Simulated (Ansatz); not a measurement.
`BP[SiH](C)F`. Total charge 0; spin multiplicity 1.

```tsv
atom	x (Å)	y (Å)	z (Å)
B1	2.0929	-1.0069	0.4715
P2	1.1958	-0.5773	-1.0823
Si3	-0.2718	0.9841	-0.4728
C4	-1.7758	0.3176	0.3819
F5	-0.7664	1.7614	-1.7862
H6	2.4871	-0.1168	1.1633
H7	2.3791	-2.1396	0.7122
H8	0.4229	-1.7076	-1.4286
H9	0.4917	1.9449	0.3596
H10	-2.4828	1.1238	0.5939
H11	-1.4931	-0.1561	1.3249
H12	-2.2796	-0.4277	-0.2376
```

Problem. Give the diagnostics of a CCSD(T)/def2-TZVPP run (frozen core, Ansatz). (Estimate.)

Solution. Computed: T1 = 0.0145, largest single amplitude 0.043, largest double 0.052, (T) share of the correlation energy 3.6 %, 10 CCSD cycles. The RHF solution is stable towards an unrestricted one. T1 lies under the customary mark of 0.02 for closed shells.
